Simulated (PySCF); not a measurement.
C2H4FNSi, SMILES C1[SiH2][C@@H](N=1)F. Geometry optimised at PBE-D3(BJ)/def2-SVP. The structure was generated by enumeration; whether it is a known compound was not checked.

Computed equilibrium geometry at PBE-D3(BJ)/def2-SVP (PySCF confirms it by a frequency run) as bond lengths and angles:
Atoms: F1 C2 N3 C4 Si5 H6 H7 H8 H9. Bonded distances (Å): F1–C2 1.371, C2–N3 1.480, C2–Si5 1.954, C2–H6 1.115, N3–C4 1.302, C4–Si5 1.897, C4–H7 1.108, Si5–H8 1.510, Si5–H9 1.503. Angles (°): F1–C2–N3 112.5, F1–C2–Si5 119.9, F1–C2–H6 108.5, N3–C2–Si5 89.2, N3–C2–H6 108.5, Si5–C2–H6 116.4, C2–N3–C4 103.1, N3–C4–Si5 97.4, N3–C4–H7 120.9, Si5–C4–H7 141.5, C2–Si5–C4 69.0, C2–Si5–H8 124.4, C2–Si5–H9 113.1, C4–Si5–H8 123.4, C4–Si5–H9 112.9, H8–Si5–H9 109.1.
Charge 0, spin multiplicity 1.
